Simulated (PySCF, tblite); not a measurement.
Compound: C7H10O.
Numbering: `[CH3:1][CH2:2][O:3][CH:4]1[CH:5]=[CH:6][CH:7]=[CH:8]1` (hydrogens: H9, H10, H11 on C1; H12, H13 on C2; H14 on C4; H15 on C5; H16 on C6; H17 on C7; H18 on C8)

Computed with GFN2-xTB (tblite), gas phase: nudged elastic band of 9 images (0 to 8), spring 0.2 eV/Å², climbing image at the end, force threshold 0.05 eV/Å. No saddle search or frequency run followed, so the top image need not be a first-order saddle, and its height can exceed the method's true barrier by a kcal/mol or more.

Path: rotation about C4–O3 (sp3 carbon bound to oxygen, ether oxygen), followed by the dihedral C5–C4–O3–C2.

Image 0 (start, dihedral 171°):
```
atom  x, y, z in Å
C1     -3.017   -0.004   -0.215
C2     -1.633   -0.628   -0.150
O3     -0.698    0.331   -0.594
C4      0.617   -0.144   -0.720
C5      1.518    0.857   -1.391
C6      2.634    1.002   -0.672
C7      2.550    0.181    0.525
C8      1.379   -0.461    0.546
H9     -3.052    0.878    0.417
H10    -3.240    0.296   -1.236
H11    -3.764   -0.719    0.121
H12    -1.409   -0.939    0.881
H13    -1.585   -1.522   -0.794
H14     0.618   -1.069   -1.335
H15     1.248    1.337   -2.311
H16     3.478    1.624   -0.909
H17     3.328    0.125    1.266
H18     1.018   -1.140    1.296
```

Image 8 (end, -0.077 eV, dihedral -61°):
```
atom  x, y, z in Å
C1     -2.871   -0.098   -0.173
C2     -1.366    0.034   -0.009
O3     -0.747   -0.442   -1.190
C4      0.655   -0.353   -1.173
C5      1.258    1.026   -1.044
C6      2.229    0.999   -0.127
C7      2.310   -0.330    0.458
C8      1.387   -1.120   -0.098
H9     -3.210    0.510   -1.008
H10    -3.131   -1.134   -0.374
H11    -3.373    0.228    0.734
H12    -1.088    1.085    0.163
H13    -1.022   -0.551    0.857
H14     0.963   -0.764   -2.147
H15     0.934    1.853   -1.647
H16     2.867    1.817    0.161
H17     3.017   -0.602    1.222
H18     1.178   -2.151    0.117
```

Task: What do the inner images look like?

Result: 
Image 1: +0.010 eV, dihedral -175°
```
atom  x, y, z in Å
C1     -3.002   -0.022   -0.210
C2     -1.593   -0.578   -0.082
O3     -0.703    0.315   -0.718
C4      0.620   -0.151   -0.822
C5      1.534    0.901   -1.392
C6      2.610    1.025   -0.611
C7      2.490    0.128    0.526
C8      1.335   -0.538    0.450
H9     -3.042    0.973    0.225
H10    -3.286    0.047   -1.257
H11    -3.704   -0.669    0.309
H12    -1.331   -0.680    0.981
H13    -1.529   -1.573   -0.550
H14     0.647   -1.037   -1.492
H15     1.297    1.433   -2.292
H16     3.449    1.678   -0.768
H17     3.234    0.037    1.298
H18     0.964   -1.282    1.129
```

Image 2: +0.037 eV, dihedral -159°
```
atom  x, y, z in Å
C1     -2.985   -0.041   -0.204
C2     -1.551   -0.512   -0.019
O3     -0.714    0.267   -0.847
C4      0.626   -0.167   -0.920
C5      1.537    0.939   -1.383
C6      2.573    1.042   -0.546
C7      2.431    0.069    0.523
C8      1.300   -0.620    0.352
H9     -3.053    1.020    0.022
H10    -3.304   -0.197   -1.230
H11    -3.641   -0.592    0.463
H12    -1.254   -0.386    1.033
H13    -1.464   -1.578   -0.279
H14     0.700   -1.008   -1.642
H15     1.324    1.523   -2.257
H16     3.398    1.728   -0.621
H17     3.143   -0.057    1.319
H18     0.926   -1.424    0.958
```

Image 3: +0.072 eV, dihedral -141°
```
atom  x, y, z in Å
C1     -2.965   -0.051   -0.191
C2     -1.511   -0.442    0.025
O3     -0.735    0.150   -0.995
C4      0.636   -0.194   -1.008
C5      1.520    0.977   -1.356
C6      2.522    1.056   -0.476
C7      2.374    0.009    0.519
C8      1.275   -0.705    0.258
H9     -3.066    1.030   -0.173
H10    -3.310   -0.416   -1.155
H11    -3.579   -0.482    0.595
H12    -1.168   -0.087    1.009
H13    -1.414   -1.537   -0.002
H14     0.794   -0.974   -1.782
H15     1.322    1.608   -2.200
H16     3.326    1.770   -0.474
H17     3.060   -0.147    1.334
H18     0.910   -1.559    0.796
```

Image 4 (top): +0.081 eV, dihedral -120°
```
atom  x, y, z in Å
C1     -2.942   -0.051   -0.184
C2     -1.473   -0.365    0.052
O3     -0.754   -0.035   -1.119
C4      0.647   -0.233   -1.075
C5      1.473    1.010   -1.308
C6      2.456    1.065   -0.405
C7      2.331   -0.053    0.513
C8      1.276   -0.799    0.169
H9     -3.083    1.012   -0.353
H10    -3.298   -0.592   -1.056
H11    -3.522   -0.356    0.684
H12    -1.091    0.206    0.911
H13    -1.366   -1.437    0.274
H14     0.892   -0.927   -1.903
H15     1.278    1.683   -2.121
H16     3.233    1.806   -0.338
H17     2.999   -0.231    1.337
H18     0.933   -1.698    0.644
```

Image 5: +0.040 eV, dihedral -100°
```
atom  x, y, z in Å
C1     -2.916   -0.055   -0.182
C2     -1.429   -0.264    0.062
O3     -0.756   -0.216   -1.183
C4      0.654   -0.278   -1.126
C5      1.408    1.028   -1.246
C6      2.377    1.063   -0.328
C7      2.298   -0.124    0.506
C8      1.298   -0.902    0.082
H9     -3.112    0.955   -0.531
H10    -3.263   -0.756   -0.936
H11    -3.464   -0.227    0.741
H12    -1.036    0.501    0.746
H13    -1.280   -1.249    0.526
H14     0.946   -0.877   -2.008
H15     1.202    1.742   -2.020
H16     3.121    1.830   -0.199
H17     2.957   -0.319    1.334
H18     0.987   -1.847    0.486
```

Image 6: -0.019 eV, dihedral -83°
```
atom  x, y, z in Å
C1     -2.888   -0.070   -0.175
C2     -1.385   -0.148    0.048
O3     -0.752   -0.329   -1.206
C4      0.657   -0.315   -1.167
C5      1.350    1.029   -1.185
C6      2.302    1.047   -0.249
C7      2.271   -0.199    0.500
C8      1.321   -0.995    0.003
H9     -3.150    0.840   -0.706
H10    -3.211   -0.922   -0.767
H11    -3.401   -0.087    0.782
H12    -1.015    0.763    0.538
H13    -1.159   -1.001    0.703
H14     0.960   -0.837   -2.090
H15     1.120    1.787   -1.910
H16     3.004    1.838   -0.054
H17     2.925   -0.416    1.325
H18     1.043   -1.978    0.334
```

Image 7: -0.061 eV, dihedral -71°
```
atom  x, y, z in Å
C1     -2.863   -0.091   -0.161
C2     -1.355   -0.036    0.014
O3     -0.747   -0.389   -1.216
C4      0.659   -0.339   -1.194
C5      1.305    1.025   -1.124
C6      2.243    1.022   -0.174
C7      2.258   -0.272    0.491
C8      1.342   -1.069   -0.064
H9     -3.192    0.673   -0.859
H10    -3.149   -1.064   -0.553
H11    -3.351    0.065    0.797
H12    -1.034    0.970    0.320
H13    -1.043   -0.742    0.797
H14     0.962   -0.802   -2.146
H15     1.043    1.822   -1.795
H16     2.904    1.830    0.085
H17     2.917   -0.515    1.306
H18     1.094   -2.080    0.200
```

The largest changes of bonds and angles from start to top: O3–C4 1.404 → 1.416 Å, C4–C8 1.511 → 1.505 Å, C4–C5 1.505 → 1.511 Å, C4–H14 1.111 → 1.108 Å, O3–C4–H14 109.4 → 106.4°, O3–C4–C5 112.1 → 114.9°, C2–O3–C4 114.7 → 116.5°. GFN2-xTB torsional profiles can miss by a kcal/mol or more and can put conformers in the wrong order.

Task: What do single points at PBE0/pcSseg-1 (PySCF, no dispersion term) give on some images?

Result: 
```
image  GFN2-xTB E (eV)  DFT E (eV)  HOMO (eV)  LUMO (eV)  dipole (D)
    0            0.000       0.000      -6.45      -0.95        1.24
    2            0.037       0.068      -6.49      -0.98        1.20
    4            0.081       0.134      -6.46      -0.98        1.20
    6           -0.019      -0.002      -6.53      -1.02        1.14
    8           -0.077      -0.071      -6.54      -1.03        1.13
```

Energies count from image 0 at each level. At the GFN2-xTB top the DFT energy is 3.1 kcal/mol against 1.9; the geometries weren't optimised at the DFT level.

The cost below is that of the whole band run. Hardware: an INTEL XEON PLATINUM 8581C at 2.30 GHz with one thread, shared host with 48 logical CPUs at a one-minute load of 11. Cost: 2.5 s wall, 0.19 GiB resident at most.
